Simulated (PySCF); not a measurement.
A run for PySCF: R-B3LYP/LANL2DZ on PH3 (SMILES P).

```python
from pyscf import gto, scf, dft, mp
from pyscf.data.elements import chemcore

mol = gto.M(
    atom='''
    P     0.16831307    0.11784078    4.09950644
    H     0.87470179    0.98219870    3.22470179
    H     0.46239426   -1.03718388    3.33069503
    H    -1.07282266    0.33700842    3.44925447
    ''',
    basis='lanl2dz',
    ecp={'P': 'lanl2dz'},
    charge=0, spin=0, verbose=3, max_memory=1800)
mf = dft.RKS(mol, xc='b3lyp')
mf.conv_tol = 1e-8
mf.max_cycle = 100
mf.kernel()
if not mf.converged:
    mf = mf.newton().run(mf.mo_coeff, mf.mo_occ)
```

It printed:

```
converged SCF energy = -8.26881702689461
```

The run converged.

Cost: roughly 0.7 core-seconds.
